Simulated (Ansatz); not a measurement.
Here is a job for Ansatz (a program for electronic structure).
Ansatz 0.2 input:
```yaml
crystal:
  periodic: [false, false, false]
  atoms:
    - {symbol: Si, position_ang: [0.00172380, 0.00046639, 0.05606838]}
    - {symbol: H, position_ang: [-0.01025152, 1.41163100, -0.27334508]}
    - {symbol: H, position_ang: [1.21691602, -0.70748096, -0.29344641]}
    - {symbol: H, position_ang: [-1.23079768, -0.71067955, -0.21816587]}
basis:
  gaussian:
    orbitals: cc-pVQZ
hamiltonian:
  xc: {name: SVWN5}
magnetization: {spin_polarized: true, initial_magnetization: 1}
```

Question: Give the total energy at the level SVWN5/cc-pVQZ in Ansatz.

Answer: -290.041014 Ha

Question: Give the <S^2> at the level SVWN5/cc-pVQZ.

Answer: 0.752

Question: What is the computed number of basis functions (SVWN5/cc-pVQZ)?

Answer: 149
